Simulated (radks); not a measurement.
All-electron atom: Sm XVI in [Kr] 4d10 4f1.

All-electron calculation, scalar-relativistic Kohn-Sham, SCAN, spin-unpolarised, spherical densities, finite nucleus; meta-GGA in the generalised Kohn-Sham scheme; Fermi nuclear charge, rms radius 5.0819 fm. Program: a radial shooting solver on a logarithmic mesh with Libxc functionals.

Energy parts (eV):
| part | energy |
|---|---|
| total | -281899.10 |
| kinetic | 301443.22 |
| electron-nucleus | -671054.12 |
| Hartree | 93845.72 |
| exchange-correlation | -6133.93 |

Orbitals (lengths in bohr, moments of r in powers of bohr; <r^-3> diverges for s and p1/2; r(max) is where P^2 peaks; r(90%) holds 90 % of the orbital's charge):
orbital	occ.	eigenvalue (eV)	<r^-3>	r(max)	r(90%)
1s	2	-47060.47	-	0.01449	0.0411
2s	2	-7975.633	-	0.08206	0.150
2p	6	-7144.485	10170	0.06637	0.139
3s	2	-2004.640	-	0.2332	0.373
3p	6	-1742.746	2111	0.2287	0.378
3d	10	-1388.782	285.4	0.1880	0.360
4s	2	-641.6353	-	0.5346	0.810
4p	6	-552.7680	492.6	0.5555	0.857
4d	10	-427.1741	59.04	0.5725	0.929
4f	1	-288.6496	10.52	0.5449	1.04

The highest occupied level is 4f at -288.65 eV. The electron density at the nucleus is 5.562e+05 e/bohr^3 (large components only). The density falls to 0.001 e/bohr^3 at r = 1.73 bohr.
